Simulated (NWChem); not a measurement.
System: trimethylsulfonium (C3H9S cation); SMILES C[S+](C)C

NWChem printed, in part:

```
             Northwest Computational Chemistry Package (NWChem) 7.3.0
             --------------------------------------------------------

 C3  symmetry detected

                             Geometry "geometry" -> ""
                             -------------------------

 Output coordinates in angstroms (scale by  1.889725989 to convert to a.u.)

  No.       Tag          Charge          X              Y              Z
 ---- ---------------- ---------- -------------- -------------- --------------
    1 C                    6.0000     0.76553161    -1.45471007     0.26631702
    2 S                   16.0000    -0.00000000     0.00000000    -0.52352798
    3 C                    6.0000     0.87705007     1.39032485     0.26631702
    4 C                    6.0000    -1.64258168     0.06438522     0.26631702
    5 H                    1.0000     0.72079222    -1.36938959     1.35456402
    6 H                    1.0000     1.80055378    -1.50672669    -0.08023198
    7 H                    1.0000     0.22227357    -2.33727083    -0.08008498
    8 H                    1.0000     0.82553007     1.30891917     1.35456402
    9 H                    1.0000     0.40458670     2.31268866    -0.08023198
   10 H                    1.0000     1.91299913     1.36112997    -0.08008498
   11 H                    1.0000    -1.54632228     0.06047043     1.35456402
   12 H                    1.0000    -2.13527269     0.97614086    -0.08008498
   13 H                    1.0000    -2.20514048    -0.80596197    -0.08023198

 Effective nuclear repulsion energy (a.u.)     185.8219750457

      Symmetry information
      --------------------

 Group name             C3
 Group number              5
 Group order               3
 No. of unique centers     5

  pbe96 is a nonlocal functional; adding pw91lda local functional.

                                 NWChem DFT Module
                                 -----------------

 Summary of "ao basis" -> "ao basis" (spherical)
 ------------------------------------------------------------------------------
       Tag                 Description            Shells   Functions and Types
 ---------------- ------------------------------  ------  ---------------------
 C                          def2-svp                 6       14   3s2p1d
 S                          def2-svp                 8       18   4s3p1d
 H                          def2-svp                 3        5   2s1p

      Symmetry analysis of basis
      --------------------------

        a          37
        e+         34
        e-         34

  Rotation of axis

            General Information
            -------------------
          SCF calculation type: DFT
          Wavefunction type:  closed shell.
          No. of atoms     :    13
          No. of electrons :    42
           Alpha electrons :    21
            Beta electrons :    21
          Charge           :     1
          Spin multiplicity:     1
          Use of symmetry is: on ; symmetry adaption is: on
          Maximum number of iterations: 150
          AO basis - number of functions:   105
                     number of shells:    53
          Convergence on energy requested:  1.00D-06
          Convergence on density requested:  1.00D-05
          Convergence on gradient requested:  5.00D-04

              XC Information
              --------------
          PerdewBurkeErnzerhof Exchange Functional  1.000
            Perdew 1991 LDA Correlation Functional  1.000 local
           PerdewBurkeErnz. Correlation Functional  1.000 non-local

             Grid Information
             ----------------
          Grid used for XC integration:  medium
          Radial quadrature: Mura-Knowles
          Angular quadrature: Lebedev.
          Tag              B.-S. Rad. Rad. Pts. Rad. Cut. Ang. Pts.
          ---              ---------- --------- --------- ---------
          C                   0.70       49          10.0       434
          S                   1.00       88           8.0       590
          H                   0.35       45          12.0       434
          Grid pruning is: on
          Number of quadrature shells:   272
          Spatial weights used:  Erf1

      Superposition of Atomic Density Guess
      -------------------------------------

 Sum of atomic energies:        -514.71526110

 Renormalizing density from      43.00 to     42

      Non-variational initial energy
      ------------------------------

 Total energy =    -509.310939
 1-e energy   =   -1048.834517
 2-e energy   =     353.701603
 HOMO         =      -0.647231
 LUMO         =      -0.223705

      Symmetry analysis of molecular orbitals - initial
      -------------------------------------------------

  Numbering of irreducible representations:

     1 a           2 e+          3 e-

  Orbital symmetries:

     1 a           2 a           3 e+          4 e+          5 a
     6 e+          7 e+          8 a           9 a          10 e+
    11 e+         12 a          13 a          14 e+         15 e+
    16 e+         17 e+         18 a          19 e+         20 e+
    21 a          22 e+         23 e+         24 a          25 a
    26 a          27 e+         28 e+         29 e+         30 e+
    31 e+

     ---------------------------------------------
      Total Density - Mulliken Population Analysis
     ---------------------------------------------

[...]
```

Level: PBE/def2-SVP. The geometry was optimised at B3LYP/6-31G* (spherical d).

Q: Reconstruct the input file.

A: One answer among several that fit: the input that was run:
```
start job
memory heap 200 mb stack 900 mb global 1100 mb
charge 1
geometry units angstroms noautoz
  C      0.447669    -1.581712     0.291168
  S      0.000000     0.000000    -0.498677
  C      1.145968     1.178549     0.291168
  C     -1.593637     0.403163     0.291168
  H      0.421569    -1.488976     1.379415
  H      1.449480    -1.846951    -0.055381
  H     -0.266587    -2.332632    -0.055234
  H      1.078706     1.109578     1.379415
  H      0.874766     2.178762    -0.055381
  H      2.153412     0.935445    -0.055234
  H     -1.500275     0.379398     1.379415
  H     -1.886825     1.397187    -0.055234
  H     -2.324246    -0.331811    -0.055381
end
basis spherical
  * library def2-svp
end
dft
  xc xpbe96 cpbe96
  iterations 150
  mulliken
end
task dft energy
```
